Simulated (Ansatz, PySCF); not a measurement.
Si(H)(Cl)(Me)(NH2) (CH6ClNSi), SMILES C[SiH](N)Cl. Atoms are numbered in the order given.

```xyz
10

Si    -0.2006    -0.0876     0.5022
C      1.2787    -1.0813     1.0598
N     -1.4816    -1.1543     0.0681
Cl     0.4561     1.1365    -1.0839
H     -0.7223     0.8423     1.5346
H      1.0215    -1.7052     1.9304
H      1.6276    -1.7407     0.2485
H      2.1134    -0.4174     1.3324
H     -1.2876    -1.9375    -0.5505
H     -2.4031    -0.7724    -0.1272
```
Charge 0, spin multiplicity 1.

Coordinates come from a B3LYP-D3(BJ)/def2-SVP optimisation. The values are those of a single conformer.

Two levels are set side by side: PBE-D3(BJ)/def2-SVP (Ansatz, a program for electronic structure) and B3LYP-D3(BJ)/def2-SVP (Ansatz). Each level has its own optimised geometry; the coordinates shown are those of the second. Frequencies come from the Hessian of PySCF at each geometry. Differences are taken from unrounded values.

```
quantity                            B3LYP-D3(BJ)  PBE-D3(BJ)  PBE-D3(BJ) minus B3LYP-D3(BJ)
----------------------------------  ------------  ----------  -----------------------------
mean bond length (Å)                       1.391       1.399                          0.008
bond Si1–C2 (Å)                            1.867       1.873                          0.006
bond Si1–N3 (Å)                            1.723       1.734                          0.011
bond Si1–Cl4 (Å)                           2.108       2.114                          0.005
bond Si1–H5 (Å)                            1.484       1.498                          0.014
bond C2–H6 (Å)                             1.102       1.109                          0.007
bond C2–H7 (Å)                             1.102       1.109                          0.007
bond C2–H8 (Å)                             1.101       1.108                          0.007
bond N3–H9 (Å)                             1.017       1.024                          0.008
bond N3–H10 (Å)                            1.016       1.024                          0.008
highest harmonic wavenumber (cm⁻¹)          3647        3571                            -76
mean harmonic wavenumber (cm⁻¹)             1340        1307                            -33
zero-point energy (kcal/mol)               45.97       44.86                          -1.12
```

GGA bonds tend to be longer and softer than those of functionals with exact exchange. Differences between two approximate levels are no errors against the true value.
